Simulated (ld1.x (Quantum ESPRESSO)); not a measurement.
## C (Z = 6) PAW: all-electron and pseudo phase curves

C (Z = 6), PAW, made with ld1.x (Quantum ESPRESSO) 7.5 (PBEsol, scalar-relativistic). Core [He], reference 2s2 2p2. Waves: 2s (bound): rcut 0.65, rcutus 0.90 bohr; 2s channel at 3.5 Ry: rcut 0.65, rcutus 0.90 bohr; 2p (bound): rcut 2.20, rcutus 2.60 bohr; 2p channel at -0.05 Ry: rcut 2.20, rcutus 2.60 bohr; 3d channel at 0.25 Ry: rcut 1.65, rcutus 2.25 bohr; 3d channel at 2.45 Ry: rcut 1.65, rcutus 2.25 bohr. Local part: all-electron potential smoothed inside 2.20 bohr (lloc = -1). Core correction: Bessel-smoothed model core, default radius (core density twice the valence density). Augmentation charge: PSQ, inside the norm-conserving radii.

The phase is arctan(r·u′/u) with u = r·R(r), unwrapped; energies in Ry, scanned from -3 to 5 Ry. A pole is an energy at which the radial function vanishes at the test radius. The pseudo phase is shifted by a multiple of π to meet the all-electron one at the reference energy, and phase errors are pseudo minus all-electron; the curves can meet again beyond the range given. Levels narrower than the energy grid can be missing from the lists of poles.

**Question.** For each channel, where are the poles, and over which energies does the pseudopotential scatter like the atom?

**Answer.**

```tsv
channel	radius (bohr)	reference energy (Ry)	poles, all-electron	poles, pseudo	unbroken range about the reference energy with phases within 0.05 rad	phase error 1 Ry above the reference energy (rad)
s	2.86	-1.00	-0.79, 3.72	-0.79, 3.72	the whole range	+0.000
p	2.86	-0.38	-0.11, 3.69	-0.11, 3.91	below 4.9	+0.000
d	2.86	0.25	2.58	2.58	below 4.8	+0.000
```

Phases in the d channel:

```json
{"E (Ry)": "-3.00", "all-electron": "1.383", "pseudo": "1.383"}
{"E (Ry)": "-2.76", "all-electron": "1.376", "pseudo": "1.376"}
{"E (Ry)": "-2.52", "all-electron": "1.368", "pseudo": "1.368"}
{"E (Ry)": "-2.28", "all-electron": "1.360", "pseudo": "1.360"}
{"E (Ry)": "-2.04", "all-electron": "1.350", "pseudo": "1.350"}
{"E (Ry)": "-1.80", "all-electron": "1.339", "pseudo": "1.339"}
{"E (Ry)": "-1.56", "all-electron": "1.326", "pseudo": "1.326"}
{"E (Ry)": "-1.32", "all-electron": "1.311", "pseudo": "1.311"}
{"E (Ry)": "-1.08", "all-electron": "1.293", "pseudo": "1.293"}
{"E (Ry)": "-0.84", "all-electron": "1.270", "pseudo": "1.270"}
{"E (Ry)": "-0.60", "all-electron": "1.242", "pseudo": "1.242"}
{"E (Ry)": "-0.36", "all-electron": "1.206", "pseudo": "1.206"}
{"E (Ry)": "-0.12", "all-electron": "1.156", "pseudo": "1.156"}
{"E (Ry)": "0.12", "all-electron": "1.083", "pseudo": "1.083"}
{"E (Ry)": "0.36", "all-electron": "0.969", "pseudo": "0.969"}
{"E (Ry)": "0.60", "all-electron": "0.766", "pseudo": "0.766"}
{"E (Ry)": "0.84", "all-electron": "0.365", "pseudo": "0.365"}
{"E (Ry)": "1.08", "all-electron": "-0.312", "pseudo": "-0.312"}
{"E (Ry)": "1.32", "all-electron": "-0.884", "pseudo": "-0.884"}
{"E (Ry)": "1.56", "all-electron": "-1.182", "pseudo": "-1.182"}
{"E (Ry)": "1.80", "all-electron": "-1.341", "pseudo": "-1.341"}
{"E (Ry)": "2.04", "all-electron": "-1.439", "pseudo": "-1.439"}
{"E (Ry)": "2.28", "all-electron": "-1.507", "pseudo": "-1.507"}
{"E (Ry)": "2.52", "all-electron": "-1.559", "pseudo": "-1.559"}
{"E (Ry)": "2.76", "all-electron": "-1.603", "pseudo": "-1.603"}
{"E (Ry)": "3.00", "all-electron": "-1.644", "pseudo": "-1.644"}
{"E (Ry)": "3.24", "all-electron": "-1.685", "pseudo": "-1.685"}
{"E (Ry)": "3.48", "all-electron": "-1.730", "pseudo": "-1.730"}
{"E (Ry)": "3.72", "all-electron": "-1.785", "pseudo": "-1.784"}
{"E (Ry)": "3.96", "all-electron": "-1.859", "pseudo": "-1.858"}
{"E (Ry)": "4.20", "all-electron": "-1.974", "pseudo": "-1.971"}
{"E (Ry)": "4.44", "all-electron": "-2.184", "pseudo": "-2.175"}
{"E (Ry)": "4.68", "all-electron": "-2.650", "pseudo": "-2.619"}
{"E (Ry)": "4.92", "all-electron": "-3.478", "pseudo": "-3.428"}
```
